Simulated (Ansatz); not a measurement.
A structure relaxed at B3LYP-D4/def2-TZVP in Ansatz, charge 0, singlet:

```xyz
3

Sn    1.574   -0.434   -1.633
Sn   -1.829    0.266    1.383
S     0.256    0.167    0.250
```

(1) Give its formula and point group.

(2) Summarise the bond lengths by kind (pairs closer than 1.2 times the sum of covalent radii, bridged metal pairs left out).

## Answers

(1) Sn2S. Point group C2v (tolerance 0.1 Å).

(2) 2 × S–Sn 2.38 Å.

In the def2 sets Sn takes a core potential; there is no spin–orbit coupling. The restricted singlet is unstable towards broken spin symmetry at other levels; at B3LYP-D4/def2-TZVP this wasn't settled. Another isomer (singlet) lies 1.86 eV lower at PBE0-D4/def2-TZVP; other spin states weren't run for this one.
